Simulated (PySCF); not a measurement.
Working out the ionisation energy of Be⁺

Be⁺ [He] 2s1 (2S) → Be²⁺ 1s2 (1S). Computed with PySCF 2.14 in ANO-RCC-VTZP (4s3p2d1f, 30 functions), with scalar relativity by spin-free X2C-1e. Frozen: nothing. Energies in hartree (1 hartree = 27.21139 eV):

```json
{"part": "UHF", "Be⁺ (lower)": "-14.279851", "Be²⁺ (upper)": "-13.613629"}
{"part": "MP2 opposite-spin", "Be⁺ (lower)": "-0.034754", "Be²⁺ (upper)": "-0.034160"}
{"part": "MP2 same-spin", "Be⁺ (lower)": "-0.000453", "Be²⁺ (upper)": "0.000000"}
```

Task: What does Hartree-Fock give?

Result: (-13.613629) − (-14.279851) = 0.666222 hartree = 18.129 eV.

Task: What do MP2 and SCS-MP2 (6/5 opposite-spin, 1/3 same-spin) give?

Result: The opposite-spin parts differ by 0.016 eV and the same-spin parts by 0.012 eV. MP2: 18.129 + (0.016) + (0.012) = 18.157 eV. SCS-MP2: 18.129 + 1.2 × (0.016) + (0.012)/3 = 18.152 eV.

Measured between the centres of the two terms (NIST): 18.211 eV, so MP2 (valence and next inner shell) is off by -0.054 eV.

What remains against the reference includes basis incompleteness and correlation beyond second order.
